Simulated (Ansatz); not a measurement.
`O=[CH][SnH3]` + ethanol → `CC[O][SnH3]` + `C=O` at 500 K and 1 bar (ligand exchange at the Sn–C bond).

Isolated molecules relaxed with PBE0-D4/def2-TZVP in Ansatz; ΔE leaves out vibrations. CBS: MP2 limit from def2 TZ/QZ plus the TZ coupled-cluster correction, frozen cores. This one scheme is used for every species. Elements past krypton have def2 core potentials. For Sn outer-core shells are correlated without core-valence functions, which leaves a few kJ/mol of doubt a bond. One conformer a species, not always the lowest.

| species | CCSD(T)/CBS energy (Eh) | H − E (kJ/mol) | S (J/(mol·K)) |
| --- | --- | --- | --- |
| `O=[CH][SnH3]` | -329.59298 | 133.1 | 365.6 |
| `CCO` | -154.88256 | 240.4 | 310.3 |
| `CC[O][SnH3]` | -370.09955 | 283.4 | 422.5 |
| `C=O` | -114.39408 | 87.9 | 238.5 |

H − E and S are ideal-gas, rigid-rotor, harmonic terms from PBE0-D4/def2-TZVP, for one conformer and one mirror image of each species. 1 Eh = 2625.50 kJ/mol, R = 8.31446 J/(mol·K).

Question: By hand: ΔE, ΔH, ΔS and ΔG.

Answer: ΔE = (-370.09955) + (-114.39408) − (-329.59298) − (-154.88256) = -0.01809 Eh = -47.5 kJ/mol. Δ(H − E) = 283.4 + 87.9 − 133.1 − 240.4 = -2.2, so ΔH = -49.7 kJ/mol. ΔS = 422.5 + 238.5 − 365.6 − 310.3 = -14.9 J/(mol·K). ΔG = -49.7 − 500 × (-14.9)/1000 = -42.2 kJ/mol.

Question: By hand: the equilibrium constant, and the temperature at which ΔG would vanish if ΔH and ΔS stayed fixed.

Answer: log₁₀ K = −ΔG/(RT ln 10) = 4.4. ΔG = 0 at ΔH/ΔS = 3336 K, far beyond where these terms or the molecules hold.

The number of gas molecules stays the same, so ΔS is small and ΔH decides. A doubt of 5 kJ/mol in ΔE shifts log₁₀ K by 0.5 here. Other conformers and mirror images would add mixing entropy, several J/(mol·K) or more a flexible species. Modes under 60 cm⁻¹, often nearly free rotors, make the harmonic entropy too high. These are equilibria of isolated gas molecules and say nothing of rates. Largest T1 diagnostic: 0.016 (customary marks: 0.02 for closed shells, 0.045 for open ones).
